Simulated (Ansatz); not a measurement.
Ansatz (a first-principles code) input (CCSD(T)/aug-cc-pV(D+d)Z):
A basis named .json is the Basis Set Exchange file of that set.

Ansatz 0.2 input:
```yaml
crystal:
  periodic: [false, false, false]
  atoms:
    - {symbol: Si, position_ang: [-0.24147554, -1.01896928, -0.81829652]}
    - {symbol: N, position_ang: [-1.13307659, -0.70537793, 0.62903103]}
    - {symbol: Si, position_ang: [-2.04338470, 0.71114014, 1.05925508]}
    - {symbol: O, position_ang: [1.27969233, -0.40939608, -0.77566078]}
    - {symbol: Si, position_ang: [2.15446965, 0.82124421, -0.13252761]}
    - {symbol: H, position_ang: [-0.11520649, -2.47970110, -0.98657252]}
    - {symbol: H, position_ang: [-0.97247916, -0.38288886, -1.93086829]}
    - {symbol: H, position_ang: [-0.97470454, -1.35900557, 1.38595541]}
    - {symbol: H, position_ang: [-2.44958166, 1.36260612, -0.21436163]}
    - {symbol: H, position_ang: [-3.23999830, 0.30952081, 1.85378216]}
    - {symbol: H, position_ang: [1.38932701, 2.08896878, -0.20145829]}
    - {symbol: H, position_ang: [3.40659874, 0.95293860, -0.90662196]}
    - {symbol: H, position_ang: [2.47551018, 0.53256436, 1.28418106]}
basis:
  gaussian:
    orbitals: aug-cc-pV_D+d_Z.json
magnetization: {spin_polarized: true, initial_magnetization: 1}
correlation: {method: ccsd_t, electrons: outside_noble_gas}
output: {forces: true}
```

End of the output:

```
cycle   2  -20.01819206 eV  change   -6.2e-1 eV  update   3.6e-2
cycle   3  -20.17316849 eV  change   -1.5e-1 eV  update   1.9e-2
cycle   4  -20.16748333 eV  change    5.7e-3 eV  update   6.0e-3
cycle   5  -20.16535266 eV  change    2.1e-3 eV  update   3.1e-3
cycle   6  -20.16610787 eV  change   -7.6e-4 eV  update   1.3e-3
cycle   7  -20.16600979 eV  change    9.8e-5 eV  update   5.7e-4
cycle   8  -20.16612916 eV  change   -1.2e-4 eV  update   2.1e-4
cycle   9  -20.16623097 eV  change   -1.0e-4 eV  update   8.4e-5
cycle  10  -20.16620009 eV  change    3.1e-5 eV  update   3.4e-5
cycle  11  -20.16620283 eV  change   -2.7e-6 eV  update   1.6e-5
cycle  12  -20.16621031 eV  change   -7.5e-6 eV  update   6.6e-6
cycle  13  -20.16621350 eV  change   -3.2e-6 eV  update   3.0e-6
perturbative correction -0.60955567 eV, -0.0224007578 hartree
the calculation of the forces begins
1.24 GiB of device memory are held for the factors and their scratch space
Total energy: -27256.70154389 eV, -1001.6653064821 hartree
Atom 0 at    -0.241476    -1.018969    -0.818297 Å, force    -0.477131    -0.278594    -0.337254 eV/Å
Atom 1 at    -1.133077    -0.705378     0.629031 Å, force    -0.052451    -0.209403     0.056088 eV/Å
Atom 2 at    -2.043385     0.711140     1.059255 Å, force    -0.296589     0.477839     0.181596 eV/Å
Atom 3 at     1.279692    -0.409396    -0.775661 Å, force     0.440048    -0.504756    -0.474099 eV/Å
Atom 4 at     2.154470     0.821244    -0.132528 Å, force     0.412215     0.672210     0.374907 eV/Å
Atom 5 at    -0.115206    -2.479701    -0.986573 Å, force     0.009865    -0.123704    -0.018769 eV/Å
Atom 6 at    -0.972479    -0.382889    -1.930868 Å, force    -0.082752     0.056084    -0.108272 eV/Å
Atom 7 at    -0.974705    -1.359006     1.385955 Å, force     0.069274    -0.270599     0.309646 eV/Å
Atom 8 at    -2.449582     1.362606    -0.214362 Å, force    -0.015599     0.068773    -0.098367 eV/Å
Atom 9 at    -3.239998     0.309521     1.853782 Å, force    -0.068958     0.003454     0.068647 eV/Å
Atom 10 at     1.389327     2.088969    -0.201458 Å, force    -0.060348     0.120472    -0.005526 eV/Å
Atom 11 at     3.406599     0.952939    -0.906622 Å, force     0.093713     0.007690    -0.062970 eV/Å
Atom 12 at     2.475510     0.532564     1.284181 Å, force     0.028712    -0.019468     0.114372 eV/Å
Dipole moment:    -0.005099    -0.119805     0.152570 e Å
```

It need not be the lowest isomer of its formula.
